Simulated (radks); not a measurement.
All-electron atom: P4.5+ in [Ne] 3s(up 0.25, down 0.25) (fractional occupations, a model configuration).

Method: scalar-relativistic Kohn-Sham, PBEsol, spin-polarised, spherical densities, point nucleus; computed with a radial shooting solver on a logarithmic mesh with Libxc functionals.

Energy parts (Ry):
total: -672.25147
kinetic: 674.46229
electron-nucleus: -1552.83291
Hartree: 247.77865
exchange-correlation: -41.65951

Orbitals (lengths in bohr, moments of r in powers of bohr; r(max) is where P^2 peaks):
| orbital | occ. | eigenvalue (Ry) | r(max) |
|---|---|---|---|
| 1s | 2 | -157.9288 | 0.06771 |
| 2s | 2 | -17.56546 | 0.4183 |
| 2p | 6 | -13.96296 | 0.3526 |
| 3s | 0.5 | -4.75034 | 1.404 |

The highest occupied level is 3s at -64.632 eV. The density falls to 0.001 e/bohr^3 at r = 2.50 bohr. Summed over all electrons, <r^2> = 3.790 bohr^2, which gives a Langevin (diamagnetic) susceptibility term of -3 x 10^-6 cm^3/mol.
